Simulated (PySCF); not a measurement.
A side-by-side comparison of computed properties.

First species: C₃H₁₀O₂SSi₃.
Z-matrix (Å and degrees, GFN2-xTB geometry), rows numbered from 1:
```
C 
S   1  1.8392
O   2  1.4828  1  105.81
C   2  1.8205  1   97.34  3   105.27
Si  4  1.9457  2  104.08  1   -86.43
Si  5  2.3235  4   98.82  2   -72.49
Si  6  2.3292  5   95.31  4   -13.65
C   4  1.4940  2  107.34  1   158.17
O   8  1.2149  4  121.83  2  -132.12
H   1  1.0842  2  107.89  3  -174.40
H   1  1.0831  2  110.24  3   -52.81
H   1  1.0853  2  107.19  3    67.00
H   4  1.0897  2  109.90  1    37.44
H   5  1.4673  4  106.09  2    57.53
H   5  1.4726  4  101.65  2   165.31
H   6  1.4611  5  115.85  4   109.73
H   6  1.4795  5  110.42  4  -131.65
H   7  1.4673  6  117.67  5   103.14
H   7  1.4637  6  121.46  5  -121.77
```

Second species: C7H9NO2.
InChI=1S/C7H9NO2/c8-3-1-7-5-6(9)2-4-10-7/h7H,1-2,4-5H2/t7-/m1/s1

Levels: PBE0/pcSseg-1 for HOMO energy, LUMO energy and HOMO–LUMO gap. Geometries: GFN2-xTB. Each structure is a single optimised conformer of the isolated species, non-relativistic unless stated. Electronic properties by PySCF.

| property | column X | column Y |
| --- | --- | --- |
| HOMO energy | -7.51 eV | -6.91 eV |
| LUMO energy | -0.89 eV | -1.71 eV |
| HOMO–LUMO gap | 6.62 eV | 5.20 eV |

Task: Which column belongs to which species?

Result: Column X is the second species and column Y the first. The first has 19 atoms and 102 electrons, the second 19 and 74.

Task: How does each property change from the first species to the second?

Result: HOMO energy -0.60 eV; LUMO energy +0.82 eV; HOMO–LUMO gap +1.42 eV.

